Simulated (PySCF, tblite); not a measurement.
Species: acetophenone, C₈H₈O.
Numbering: `[CH3:1][C:2](=[O:3])[c:4]1[cH:5][cH:6][cH:7][cH:8][cH:9]1` (hydrogens: H10, H11, H12 on C1; H13 on C5; H14 on C6; H15 on C7; H16 on C8; H17 on C9)

Computed with GFN2-xTB (tblite), gas phase: Langevin dynamics at 300 K from the optimised GFN2-xTB geometry, time step 0.5 fs, friction 0.01 fs⁻¹, 2000 steps. Over the second half of the run the saved frames average 315 K.

Frame at 250 fs, instantaneous temperature 218 K:
```
atom  x, y, z in Å
C1     -2.778   -0.071    0.471
C2     -1.871    0.773   -0.353
O3     -2.270    1.609   -1.139
C4     -0.419    0.332   -0.203
C5      0.138   -0.014    1.042
C6      1.391   -0.500    1.155
C7      2.141   -0.726   -0.034
C8      1.683   -0.167   -1.200
C9      0.415    0.331   -1.313
H10    -2.672   -1.075    0.225
H11    -2.615    0.069    1.530
H12    -3.737    0.340    0.283
H13    -0.411    0.043    1.915
H14     1.864   -0.587    2.131
H15     3.165   -1.068   -0.082
H16     2.366   -0.275   -2.078
H17     0.054    0.686   -2.262
```

Frame at 425 fs, instantaneous temperature 237 K:
```
atom  x, y, z in Å
C1     -2.889    0.570    0.845
C2     -1.790    0.954   -0.131
O3     -2.002    1.698   -1.073
C4     -0.479    0.328    0.010
C5      0.088   -0.012    1.224
C6      1.383   -0.525    1.329
C7      2.131   -0.454    0.190
C8      1.577   -0.119   -1.081
C9      0.247    0.306   -1.203
H10    -2.573   -0.176    1.555
H11    -3.138    1.450    1.332
H12    -3.764    0.143    0.326
H13    -0.496    0.155    2.103
H14     1.803   -0.932    2.266
H15     3.200   -0.746    0.257
H16     2.222   -0.264   -1.935
H17    -0.201    0.562   -2.106
```

Frame at 625 fs, instantaneous temperature 231 K:
```
atom  x, y, z in Å
C1     -2.755    0.249    1.137
C2     -1.849    1.187    0.372
O3     -2.426    2.043   -0.281
C4     -0.449    0.685    0.155
C5      0.198    0.058    1.203
C6      1.386   -0.553    0.946
C7      2.022   -0.453   -0.317
C8      1.396    0.223   -1.306
C9      0.157    0.812   -1.110
H10    -3.047   -0.462    0.342
H11    -2.462   -0.243    2.037
H12    -3.664    0.780    1.382
H13    -0.347    0.036    2.142
H14     2.047   -1.020    1.690
H15     3.004   -0.960   -0.490
H16     1.896    0.400   -2.289
H17    -0.415    1.358   -1.839
```

Frame at 800 fs, instantaneous temperature 257 K:
```
atom  x, y, z in Å
C1     -3.147    0.132    1.342
C2     -2.167    1.040    0.614
O3     -2.414    2.113    0.132
C4     -0.769    0.476    0.374
C5     -0.080   -0.478    1.232
C6      1.260   -0.683    1.058
C7      1.985    0.034    0.119
C8      1.330    0.839   -0.778
C9     -0.053    0.951   -0.732
H10    -3.604    0.793    2.093
H11    -3.823   -0.275    0.644
H12    -2.683   -0.734    1.728
H13    -0.566   -1.038    2.018
H14     1.717   -1.308    1.810
H15     3.012   -0.276   -0.019
H16     1.899    1.368   -1.566
H17    -0.564    1.542   -1.454
```

Frame at 1000 fs, instantaneous temperature 410 K:
```
atom  x, y, z in Å
C1     -3.442    0.917    1.400
C2     -2.327    1.618    0.758
O3     -2.471    2.748    0.376
C4     -1.016    0.848    0.553
C5     -0.700   -0.345    1.109
C6      0.602   -0.899    1.063
C7      1.604   -0.247    0.402
C8      1.227    0.963   -0.295
C9     -0.039    1.401   -0.295
H10    -3.234   -0.107    1.488
H11    -3.473    1.407    2.354
H12    -4.313    1.141    0.863
H13    -1.337   -0.832    1.810
H14     0.664   -1.816    1.645
H15     2.608   -0.583    0.284
H16     1.948    1.536   -0.818
H17    -0.288    2.307   -0.869
```

Task: What do single points at PBE0/pcSseg-1 (PySCF, gas phase) give on these frames?

Result: 
```
t (fs)  GFN2-xTB E above start (eV)  DFT E above lowest frame (eV)  HOMO (eV)  LUMO (eV)  dipole (D)
   250                         0.56                           0.13      -7.37      -1.52        3.13
   425                         0.50                           0.00      -7.22      -1.60        3.09
   625                         0.58                           0.07      -7.32      -1.64        3.16
   800                         0.63                           0.13      -7.36      -1.64        2.81
  1000                         0.63                           0.12      -7.33      -1.60        2.82
```

The two levels order the frames alike by energy but for pairs within 0.08 eV at one level; measured from each level's lowest frame they differ by 0.07 eV at most. The HOMO–LUMO gap runs from 5.62 to 5.85 eV. These are instantaneous structures, not minima.

Task: And the isotropic GIAO shieldings (ppm) from the same runs?

Result: 
```
atom  250 fs  425 fs  625 fs  800 fs  1000 fs    mean  range
  C1   158.7   162.8   153.0   163.3    166.3   160.8   13.3
  C2   -22.7   -21.3   -24.9   -15.0    -13.8   -19.5   11.1
  O3  -332.4  -344.4  -347.4  -324.7   -294.4  -328.7   53.0
  C4    38.9    40.2    38.1    29.8     45.5    38.5   15.7
  C5    58.4    54.8    54.9    48.4     53.9    54.1   10.0
  C6    52.4    53.1    53.6    52.8     52.6    52.9    1.2
  C7    45.0    42.7    46.1    53.9     49.1    47.4   11.2
  C8    49.3    46.4    54.7    52.6     49.8    50.6    8.3
  C9    58.4    45.2    53.4    48.7     54.8    52.1   13.2
 H10    30.7    28.9    29.3    29.2     29.3    29.5    1.8
 H11    29.0    30.8    29.1    30.3     30.1    29.9    1.8
 H12    30.1    29.2    29.4    29.0     30.3    29.6    1.3
 H13    24.7    24.1    23.4    23.7     24.1    24.0    1.3
 H14    23.8    23.5    23.8    24.0     23.8    23.8    0.5
 H15    23.8    23.5    23.3    24.0     23.9    23.7    0.7
 H16    23.5    23.9    23.6    23.6     24.2    23.8    0.7
```

The cost below is that of the whole dynamics run. On an Arm Neoverse V2 with one thread, no GPU, shared host, this took 9.4 s of wall time and 0.18 GiB of memory at its peak.
